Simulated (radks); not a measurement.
Results of a calculation; reference values are marked as such.
Task: Neutral dysprosium, 66 electrons, occupied as [Xe] 4f8.5 5d0.5 6s2 6p1 (fractional occupations, a model configuration). Level of theory: scalar-relativistic Kohn-Sham, r2SCAN, spin-polarised, spherical densities, finite nucleus; open shells are filled with parallel spins first (spin-orbit coupling, left out, can overturn this in heavy ions); meta-GGA in the generalised Kohn-Sham scheme; Fermi nuclear charge, rms radius 5.2218 fm (a radial shooting solver on a logarithmic mesh with Libxc functionals). Some entries of the table are withheld. Estimate them.

orbital,occ.,eigenvalue (eV),<r> (bohr)
1s up,1,-53742.72,0.02112
1s down,1,-53742.70,0.02112
2s up,1,-8983.605,0.08975
2s down,1,-8983.576,0.08975
2p up,3,-7969.334,0.07946
2p down,3,-7969.294,0.07946
3s up,1,-2021.417,0.2343
3s down,1,-2018.408,0.2341
3p up,3,-1708.457,0.2333
3p down,3,-1705.443,0.2331
3d up,5,-1305.464,0.2123
3d down,5,-1303.122,0.2120
4s up,1,-418.6079,0.5292
4s down,1,-411.9040,0.5294
4p up,3,-314.8427,0.5601
4p down,3,-308.1622,0.5604
4d up,5,-172.9006,0.6062
4d down,5,-166.2203,0.6075
5s up,1,-60.9227,1.262
5s down,1,-57.8058,1.285
5p up,3,-35.1076,1.463
5p down,3,-32.8266,1.492
4f up,7,-18.2676,0.7785
4f down,1.5,-12.1407,0.8126
6s up,1,-6.3165,3.640
5d up,0.5,-5.4586,(1)
6s down,1,-5.2382,3.691
5d down,0,-4.1712,(2)
6p up,1,-2.5987,4.700
6p down,0,-1.5722,4.670

Result: 
(1) 5d up <r> (bohr): 2.385
(2) 5d down <r> (bohr): 2.467
